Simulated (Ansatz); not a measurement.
Consider the cleavage of the As–Al bond: `C[AsH][AlH2]` + `N[SiH3]` → `C[AsH]N[SiH3]` + `[AlH3]`.

Program: Ansatz. Geometries: PBE0-D4/def2-TZVP. ΔE: electronic, gas phase. CCSD(T)/CBS is the MP2 limit (def2-TZVPP, def2-QZVPP) plus CCSD(T) − MP2 in def2-TZVPP, frozen cores. This one scheme is used for every species. Functionals use def2-TZVPP. B3LYP here is the variant with VWN-RPA as its local correlation; programs differ in this. For As outer-core shells are correlated without core-valence functions, which leaves a few kJ/mol of doubt a bond. Scalar relativity is left out up to krypton. Each species was taken in one conformer, which may not be the lowest.

`C[AsH][AlH2]`:

Cartesian coordinates in Å:
```
C 1.223 -0.610 0.665
As -0.009 0.934 0.847
Al -1.687 0.308 -0.784
H 2.125 -0.397 1.238
H 0.733 -1.482 1.099
H 1.492 -0.829 -0.366
H 0.672 1.869 -0.146
H -2.546 1.435 -1.501
H -2.002 -1.228 -1.051
```

`N[SiH3]`:

Cartesian coordinates in Å:
```
N 0.732 -0.365 -0.684
Si -0.411 0.327 0.399
H 0.418 -0.751 -1.560
H 1.506 -0.897 -0.319
H -1.261 1.268 -0.375
H -1.325 -0.635 1.086
H 0.341 1.053 1.454
```

`C[AsH]N[SiH3]`:

Cartesian coordinates in Å:
```
C 1.959 0.229 0.302
As 0.758 -1.304 0.534
N -0.559 -0.828 -0.683
Si -1.740 0.395 -0.412
H 2.674 0.243 1.127
H 2.500 0.102 -0.636
H 1.408 1.169 0.281
H 0.074 -0.735 1.782
H -0.808 -1.600 -1.282
H -2.520 0.598 -1.663
H -2.697 0.074 0.687
H -1.048 1.656 -0.037
```

`[AlH3]`:

Z-matrix (Å, degrees):
```
Al
H 1 1.586
H 1 1.586 2 120.0
H 1 1.586 2 120.0 3 -179.9
```

| level | ΔE (kJ/mol) | difference from CCSD(T)/CBS |
| --- | --- | --- |
| r2SCAN-D4 | 77.8 | 5.6 |
| BHLYP-D4 | 67.0 | -5.2 |
| CAM-B3LYP-D4 | 64.9 | -7.3 |
| ωB97M-V | 68.3 | -3.9 |
| BLYP | 75.7 | 3.5 |
| r2SCAN | 79.3 | 7.1 |
| PBE0 | 83.5 | 11.3 |
| B3LYP | 75.8 | 3.6 |
| LC-ωPBE | 75.2 | 3.0 |
| RPA@PBE/def2-TZVPP | 60.3 | -11.9 |
| HF/def2-SVP | 67.5 | -4.7 |
| CCSD/def2-SVP | 67.3 | -4.9 |
| HF/def2-TZVPP | 67.0 | -5.2 |
| HF/def2-QZVPP | 65.5 | -6.7 |
| HF/CBS(def2) | 65.3 | -6.9 |
| MP2/CBS(def2) | 72.3 | 0.1 |
| CCSD(T)/CBS | 72.2 | 0 |

Largest T1 diagnostic among the species: 0.011.

Leaving LDA and LC-ωPBE aside and taking each functional with its dispersion term where it has one, the values, not all of them listed here, spread over 22.0 kJ/mol, from B97M-V to HSE06-D4. LDA lies −3.8 kJ/mol from PBE without D4. At CCSD(T), def2-SVP lies −6.1 kJ/mol from the extrapolated value and def2-TZVPP −4.4 kJ/mol. The D4 term adds −8.4 kJ/mol with B3LYP and −4.6 kJ/mol with PBE0; it sums over pairs of atoms, weighted by their polarisabilities, and B3LYP, whose exchange is more repulsive, gets the larger term.
